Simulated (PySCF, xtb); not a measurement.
Sb(H)(SiH3)2 (H7SbSi2), SMILES [SiH3][SbH][SiH3].

Harmonic wavenumbers (cm⁻¹) from GFN2-xTB (xtb) at its own minimum, in rising order: 52, 64, 87, 300, 308, 376, 384, 406, 422, 537, 558, 742, 773, 792, 804, 808, 817, 1502, 2238, 2246, 2252, 2258, 2261, 2267.

Problem. What does PBE-D3(BJ)/def2-SVP (PySCF) give at its own minimum? (An estimate is asked for; the answer gives what the named calculation found.)

Solution. 63, 74, 106, 294, 296, 391, 392, 464, 524, 595, 596, 810, 846, 899, 904, 904, 906, 1865, 2144, 2146, 2164, 2165, 2167, 2168. Paired by order, the mean absolute difference is 75 cm⁻¹ and the zero-point energies are 33.2 and 34.1 kcal/mol.
